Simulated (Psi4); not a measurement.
acetamide (C₂H₅NO), singlet, geometry from GFN2-xTB. Base run: BLYP/3-21G in Psi4 1.11.

Here is a job for Psi4.
```
memory 2 GB

molecule mol {
0 1
O     0.423788    1.313354   -0.109836
C     0.078837    0.159624   -0.013024
N     0.973498   -0.854778    0.086367
C    -1.363696   -0.299149    0.009924
H     0.689990   -1.814131    0.166908
H    -2.017251    0.563523   -0.073322
H    -1.551838   -0.975164   -0.821075
H    -1.572827   -0.821031    0.940975
H     1.956287   -0.639434    0.079237
}

set {
  basis 3-21g
  reference rks
}

energy('blyp')
print_variables()
```

The base run was repeated with changes; each row names its change, and settings that it needs were set with it.

```csv
change,ΔE vs base (µEh),SCF cycles,grid points,basis functions
base,0.0,10,191768,46
dft_radial_scheme = multiexp,0.2,10,202240,46
puream = false,0.0,10,191768,46
scf_type = cd,-115,10,191768,46
df_basis_scf = cc-pvqz-jkfit,136,10,191768,46
dft_spherical_points = 110,-33.1,10,70021,46
damping_percentage = 50,3.1,40,191768,46
dft_pruning_scheme = robust,0.0,10,131176,46
guess = sadno,0.0,11,191768,46
diis_max_vecs = 3,0.0,16,191768,46
df_basis_scf = cc-pvtz-jkfit,123,10,191768,46
scf_type = pk,150,10,191768,46
scf_type = disk_df,0.0,10,191768,46
```
